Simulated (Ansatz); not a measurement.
Abridged output of a molecular run in Ansatz:

```
Functional definition: HF
1540 factors; integrals over basis functions are off by at most 8.9e-4 eV
mean field evaluation 1: about -22182.2045 eV, gradient 3.0e1 eV
mean field evaluation 2: about -22182.3427 eV, gradient 3.1e1 eV
mean field evaluation 4: about -22185.5743 eV, gradient 3.3e0 eV
mean field evaluation 8: about -22185.6440 eV, gradient 1.3e-1 eV
mean field -22185.64417318 eV, -815.3073853948 hartree, gradient 7.0e-6 eV, S^2 0.000000; 0 other end points of the search recorded, 0 dependent functions left out
16 core orbitals not correlated: weight in the atoms' cores, before any rotation towards them, 1.000 or more for the frozen orbitals, at most 0.000 for the correlated occupied ones
reference -22185.64417318 eV, -815.3073853948 hartree; 11, 11 occupied and 242, 242 virtual orbitals, 1540 factors
second order -12.60416393 eV of doubles, -0.00000000 eV of singles
cycle   1  -13.92403022 eV  change    -1.3e0 eV  update   9.5e-2
cycle   2  -14.45560505 eV  change   -5.3e-1 eV  update   3.3e-2
cycle   3  -14.49830026 eV  change   -4.3e-2 eV  update   1.1e-2
cycle   4  -14.49367561 eV  change    4.6e-3 eV  update   3.9e-3
cycle   5  -14.49249772 eV  change    1.2e-3 eV  update   1.5e-3
cycle   6  -14.49212141 eV  change    3.8e-4 eV  update   5.2e-4
cycle   7  -14.49207257 eV  change    4.9e-5 eV  update   1.9e-4
cycle   8  -14.49214164 eV  change   -6.9e-5 eV  update   8.1e-5
cycle   9  -14.49215407 eV  change   -1.2e-5 eV  update   2.7e-5
perturbative correction -0.50057195 eV, -0.0183956799 hartree
Total energy: -22200.63689920 eV, -815.8583579136 hartree
```

Its atoms:

Z-matrix (Å, degrees):
```
C
Al 1 1.964
H 1 1.096 2 109.8
H 1 1.092 2 114.5 3 121.8
H 1 1.096 2 109.8 3 -116.4
Al 2 2.593 1 124.6 3 -121.8
Si 2 2.472 1 116.9 3 57.7
H 6 1.597 2 122.0 1 -90.3
H 6 1.597 2 122.2 1 91.2
H 7 1.493 2 114.8 1 8.0
H 7 1.494 2 111.4 1 129.9
H 7 1.495 2 110.2 1 -112.7
```

(1) Which basis set was used?
A. def2-TZVPP
B. cc-pV(Q+d)Z
C. def2-QZVPP
D. def2-SVPD

(2) Write the keys of the input that set method, charge and spin (a neutral closed shell needs none for the last two).

Answers

(1) A. It gives 269 functions.

(2) 
```yaml
correlation: {method: ccsd_t}
```
